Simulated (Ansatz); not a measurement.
**Worked example: the enthalpy of CH4 + CHI3 → CH3I + CH2I2**

Gas-phase species: CH4 (methane) `C`, singlet; CHI3 (iodoform) `IC(I)I`, singlet; CH3I (methyl iodide) `CI`, singlet; CH2I2 (diiodomethane) `ICI`, singlet. The partners trade H for I; both sit on C, so the bond types are kept.

Shapes, held fixed at every level: PBE0-D4/def2-TZVP. Programs: Ansatz 0.2.0. The zero-point and thermal terms to 298 K, harmonic and unscaled (PBE0-D4/def2-TZVP), stand in the table.

At PBE0-D4/def2-TZVPP; 1 Eh = 2625.50 kJ/mol:

| species | energy (Eh) | H(298 K) − E (kJ/mol) | tabulated ΔfH (kJ/mol) |
| --- | --- | --- | --- |
| CH4 | -40.476116 | 127.4 | -74.5 |
| CHI3 | -931.830281 | 61.4 | +251.0 |
| CH3I | -337.597602 | 107.0 | +15.0 |
| CH2I2 | -634.715807 | 84.7 | +119.5 |

Q: Work out the reaction enthalpy at 298 K from the calculation and from the table of heats.

A: 
1. Electronic: (-337.597602) + (-634.715807) − [(-40.476116) + (-931.830281)] = -0.007012 Eh = -18.4 kJ/mol.
2. Zero-point and thermal: (107.0) + (84.7) − [(127.4) + (61.4)] = +2.9 kJ/mol.
3. Computed ΔH = -15.5 kJ/mol.
4. From the heats of formation (Active Thermochemical Tables, CRC Handbook of Chemistry and Physics): (15.0) + (119.5) − [(-74.5) + (251.0)] = -42.0 kJ/mol.
5. Computed less tabulated: +26.5 kJ/mol. Tabulated heats carry uncertainties of their own. The tabulated values of CHI3, CH2I2 are in doubt (older tables, estimates, or at odds with other calculations) and kept here.

For atoms past krypton def2 sets carry core potentials with scalar relativity.
